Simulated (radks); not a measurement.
Values are calculated unless marked as measured or tabulated.
Problem. Radial electron density D(r) = 4 pi r^2 rho(r) of an atom or ion with 25 electrons. Code: a radial shooting solver on a logarithmic mesh with Libxc functionals. Model: scalar-relativistic Kohn-Sham, PBEsol, spin-unpolarised, spherical densities, finite nucleus; Fermi nuclear charge, rms radius of each element as measured or else 0.836 A^(1/3) + 0.57 fm.

r (bohr)  D(r) (e/bohr)
0.001935         0.5696
0.00252          0.9279
0.003308          1.519
0.004307          2.422
0.005653          3.853
0.007361          5.921
0.009662          8.963
0.01258           12.94
0.01651           18.01
0.0215            23.41
0.02823           28.36
0.03675           31.11
0.04824           30.66
0.06282           27.53
0.0818            24.61
0.1074            25.64
0.1398            30.89
0.1835            34.90
0.2389            30.87
0.3136            20.25
0.4084            13.36
0.5361            14.49
0.698             16.66
0.9162            13.44
1.193             7.560
1.566             3.297
2.039             1.498
2.655            0.7418
3.485            0.2988
4.538           0.07972
5.957           0.01071
7.756         0.0006475

What is the nuclear charge?

Solution. Z = 26. The innermost maximum, from 1s, lies near gamma/Z bohr with gamma = sqrt(1 - (Z/c)^2) = 0.982, here 0.0378 bohr (found: 0.0408), and its height grows with Z. The density is that of the iron ion Fe+ in [Ar] 3d6 4s1; the configuration itself is not fixed sharply by these data, and Z only to about a unit. D(r) has 3 maxima, at r = 0.0408, 0.186, 0.692 bohr, and minima at 0.0893, 0.442 bohr, inside which lie 2.12, 10.67 electrons.
